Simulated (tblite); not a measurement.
C₅H₁₅NSi₂.
SMILES with atom numbers: `[CH3:1][CH2:2][CH2:3][Si@H:4]1[CH2:5][CH2:6][SiH2:7][NH:8]1` (hydrogens: H9, H10, H11 on C1; H12, H13 on C2; H14, H15 on C3; H16 on Si4; H17, H18 on C5; H19, H20 on C6; H21, H22 on Si7; H23 on N8)

Computed with GFN2-xTB (tblite), gas phase: L-BFGS steps from a force-field or distance-geometry start until the largest atomic force falls under 0.01 eV/Å.

Step 27: E = -674.0045 eV
```
atom  x, y, z in Å  |  force x, y, z in eV/Å
C1     -3.6938   -0.0625   -0.3796    0.011  -0.011   0.016
C2     -2.3231   -0.2412    0.2671   -0.037   0.000  -0.010
C3     -1.2626    0.6733   -0.3373   -0.017  -0.008   0.014
Si4     0.4092    0.4569    0.5356    0.027   0.030  -0.043
C5      1.2145   -1.2227    0.1600    0.019  -0.023   0.010
C6      2.7325   -1.0413    0.0907    0.036   0.056  -0.033
Si7     3.1024    0.6461   -0.6960   -0.020   0.057  -0.027
N8      1.6729    1.4451   -0.1285    0.030   0.016  -0.002
H9     -4.0402    0.9636   -0.2626    0.024  -0.032  -0.027
H10    -3.6531   -0.2964   -1.4428    0.021   0.039   0.042
H11    -4.4220   -0.7241    0.0862   -0.001   0.013  -0.010
H12    -2.4019   -0.0356    1.3374   -0.014  -0.014  -0.021
H13    -2.0076   -1.2817    0.1568   -0.004   0.030   0.008
H14    -1.1748    0.4636   -1.4044    0.004   0.005  -0.003
H15    -1.5941    1.7083   -0.2511   -0.022   0.013   0.006
H16     0.2528    0.7269    1.9756    0.028   0.000   0.032
H17     0.9559   -1.9831    0.8955   -0.014  -0.066   0.004
H18     0.8603   -1.5861   -0.8060   -0.027  -0.019  -0.005
H19     3.2001   -1.8669   -0.4474   -0.016  -0.018   0.049
H20     3.1377   -1.0535    1.1036    0.008  -0.021  -0.015
H21     4.3139    1.2908   -0.1818   -0.030   0.006   0.016
H22     3.1327    0.6031   -2.1666    0.014  -0.007   0.028
H23     1.5836    2.4446   -0.1838   -0.019  -0.044  -0.029
```

Step 28: E = -674.0055 eV
```
atom  x, y, z in Å  |  force x, y, z in eV/Å
C1     -3.6931   -0.0616   -0.3805    0.013  -0.011   0.017
C2     -2.3236   -0.2406    0.2677   -0.016   0.005  -0.010
C3     -1.2634    0.6747   -0.3356    0.006  -0.006   0.019
Si4     0.4080    0.4549    0.5393    0.038   0.021  -0.065
C5      1.2155   -1.2243    0.1606    0.022  -0.018   0.009
C6      2.7341   -1.0420    0.0906    0.014   0.060  -0.025
Si7     3.0996    0.6481   -0.6942   -0.007   0.025  -0.027
N8      1.6678    1.4446   -0.1302    0.046  -0.006  -0.008
H9     -4.0385    0.9646   -0.2641    0.016  -0.027  -0.023
H10    -3.6506   -0.2944   -1.4436    0.022   0.034   0.035
H11    -4.4219   -0.7234    0.0834   -0.011   0.010  -0.005
H12    -2.4008   -0.0350    1.3381   -0.029  -0.013  -0.021
H13    -2.0062   -1.2804    0.1578   -0.010   0.024   0.003
H14    -1.1729    0.4657   -1.4031   -0.002   0.008   0.013
H15    -1.5945    1.7102   -0.2487   -0.016  -0.003   0.005
H16     0.2605    0.7258    1.9797    0.017  -0.001   0.033
H17     0.9588   -1.9875    0.8947   -0.018  -0.054  -0.015
H18     0.8622   -1.5839   -0.8075   -0.029  -0.024   0.013
H19     3.2014   -1.8686   -0.4480   -0.023   0.012   0.060
H20     3.1384   -1.0546    1.1043    0.011  -0.021  -0.029
H21     4.3115    1.2894   -0.1759   -0.037   0.011   0.010
H22     3.1301    0.6032   -2.1649    0.019  -0.002   0.030
H23     1.5729    2.4422   -0.1993   -0.024  -0.024  -0.020
```

Step 29: E = -674.0065 eV
```
atom  x, y, z in Å  |  force x, y, z in eV/Å
C1     -3.6923   -0.0610   -0.3810    0.009  -0.006   0.011
C2     -2.3243   -0.2399    0.2681    0.011   0.008  -0.002
C3     -1.2640    0.6758   -0.3337    0.025   0.001   0.018
Si4     0.4075    0.4534    0.5417    0.038   0.003  -0.054
C5      1.2167   -1.2261    0.1613    0.011  -0.009   0.004
C6      2.7357   -1.0416    0.0901   -0.015   0.040  -0.006
Si7     3.0972    0.6505   -0.6932    0.012  -0.013  -0.018
N8      1.6638    1.4441   -0.1322    0.046  -0.012  -0.009
H9     -4.0365    0.9652   -0.2658    0.004  -0.010  -0.012
H10    -3.6479   -0.2921   -1.4438    0.022   0.021   0.014
H11    -4.4220   -0.7225    0.0809   -0.019   0.004   0.001
H12    -2.4003   -0.0348    1.3383   -0.040  -0.009  -0.010
H13    -2.0052   -1.2788    0.1587   -0.013   0.008  -0.002
H14    -1.1712    0.4678   -1.4016   -0.009   0.010   0.025
H15    -1.5949    1.7118   -0.2462   -0.011  -0.016   0.004
H16     0.2681    0.7248    1.9838    0.009  -0.005   0.013
H17     0.9609   -1.9925    0.8936   -0.012  -0.031  -0.032
H18     0.8635   -1.5824   -0.8085   -0.026  -0.025   0.028
H19     3.2021   -1.8699   -0.4473   -0.022   0.033   0.055
H20     3.1392   -1.0560    1.1043    0.014  -0.011  -0.034
H21     4.3086    1.2883   -0.1702   -0.034   0.021   0.006
H22     3.1280    0.6033   -2.1628    0.024   0.003   0.015
H23     1.5627    2.4397   -0.2137   -0.026  -0.004  -0.014
```

Step 30: E = -674.0072 eV
```
atom  x, y, z in Å  |  force x, y, z in eV/Å
C1     -3.6915   -0.0607   -0.3811    0.003   0.000   0.003
C2     -2.3247   -0.2393    0.2684    0.027   0.006   0.007
C3     -1.2640    0.6766   -0.3320    0.032   0.007   0.016
Si4     0.4079    0.4524    0.5425    0.029  -0.011  -0.021
C5      1.2178   -1.2275    0.1620   -0.006   0.000  -0.001
C6      2.7366   -1.0404    0.0898   -0.034   0.009   0.012
Si7     3.0957    0.6521   -0.6929    0.026  -0.036  -0.006
N8      1.6617    1.4437   -0.1342    0.032  -0.006  -0.007
H9     -4.0350    0.9653   -0.2673   -0.006   0.007  -0.001
H10    -3.6455   -0.2899   -1.4436    0.020   0.007  -0.007
H11    -4.4223   -0.7218    0.0791   -0.020   0.000   0.004
H12    -2.4009   -0.0349    1.3383   -0.042  -0.004   0.004
H13    -2.0048   -1.2775    0.1593   -0.010  -0.007  -0.007
H14    -1.1700    0.4695   -1.4001   -0.013   0.010   0.026
H15    -1.5951    1.7127   -0.2443   -0.006  -0.019   0.006
H16     0.2736    0.7239    1.9867    0.006  -0.009  -0.014
H17     0.9620   -1.9968    0.8921   -0.002  -0.011  -0.038
H18     0.8638   -1.5819   -0.8087   -0.020  -0.025   0.031
H19     3.2023   -1.8700   -0.4458   -0.014   0.036   0.034
H20     3.1401   -1.0573    1.1037    0.016   0.005  -0.025
H21     4.3057    1.2878   -0.1660   -0.023   0.030   0.005
H22     3.1269    0.6034   -2.1610    0.029   0.005  -0.009
H23     1.5550    2.4378   -0.2242   -0.023   0.006  -0.012
```

**Question.** Estimate the geometry and energy of step 31. (The exact step hangs on the optimiser's Hessian estimate; all steps are aligned on step 30, rigid shifts and turns removed.)

**Answer.** E = -674.0077 eV, largest force 0.051 eV/Å
```
atom  x, y, z in Å  |  force x, y, z in eV/Å
C1     -3.6908   -0.0604   -0.3811   -0.002   0.007  -0.006
C2     -2.3245   -0.2387    0.2687    0.025   0.000   0.015
C3     -1.2634    0.6773   -0.3303    0.024   0.007   0.013
Si4     0.4089    0.4516    0.5425    0.016  -0.015   0.014
C5      1.2184   -1.2286    0.1624   -0.022   0.005  -0.004
C6      2.7366   -1.0393    0.0897   -0.038  -0.016   0.022
Si7     3.0951    0.6527   -0.6928    0.031  -0.040   0.000
N8      1.6608    1.4435   -0.1359    0.014   0.004  -0.004
H9     -4.0340    0.9655   -0.2685   -0.011   0.018   0.007
H10    -3.6433   -0.2881   -1.4436    0.017  -0.004  -0.020
H11    -4.4229   -0.7213    0.0778   -0.013   0.001   0.003
H12    -2.4024   -0.0352    1.3383   -0.037   0.000   0.016
H13    -2.0047   -1.2767    0.1597   -0.006  -0.018  -0.008
H14    -1.1691    0.4709   -1.3984   -0.013   0.007   0.019
H15    -1.5954    1.7129   -0.2426   -0.001  -0.014   0.010
H16     0.2778    0.7229    1.9884    0.006  -0.012  -0.034
H17     0.9627   -2.0003    0.8903    0.004   0.002  -0.031
H18     0.8635   -1.5820   -0.8082   -0.014  -0.023   0.022
H19     3.2021   -1.8694   -0.4439   -0.002   0.025   0.008
H20     3.1412   -1.0582    1.1028    0.015   0.019  -0.007
H21     4.3030    1.2880   -0.1629   -0.009   0.037   0.007
H22     3.1268    0.6037   -2.1596    0.032   0.005  -0.030
H23     1.5489    2.4364   -0.2322   -0.015   0.007  -0.012
```

The energy changes by -0.0006 eV. The first-order estimate −F·Δx gives -0.0008 eV and the mean of the old and new forces, exact on a quadratic surface, -0.0006 eV. The step makes an angle of 69° with the force vector and moves no atom by more than 0.010 Å.

The cost below is that of the whole relaxation. Time: 0.56 s wall. Hardware: Intel Xeon 6975P-C, one thread, no GPU, on a shared host.
